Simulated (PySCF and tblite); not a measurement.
The numbers below are computed, except where a source is named.
System: C₅H₄O₂, numbered as in [O:1]=[CH:2][c:3]1[cH:4][cH:5][o:6][cH:7]1.

Motion: rotation about the C3–C2 bond (torsion C4–C3–C2–O1 from 180° to 360°, rising). GFN2-xTB gives an electronic barrier of 6.3 kcal/mol and a reaction energy of 0.6 kcal/mol.

Task: What does B3LYP/pcSseg-1 + D3(BJ) give on PBE0-D3(BJ)/def2-SVP geometries?

Result: A barrier of 9.0 kcal/mol, 2.7 above the tight-binding barrier (from unrounded values), a reaction energy of -0.8 kcal/mol and, with GFN2-xTB thermal terms, ΔG‡(298 K) = 9.0 kcal/mol and k = 3.1×10⁶ s⁻¹ (2 equivalent paths).

Task: And the level of the geometries itself, PBE0-D3(BJ)/def2-SVP?

Result: 8.9 kcal/mol.

Programs: tblite and PySCF.
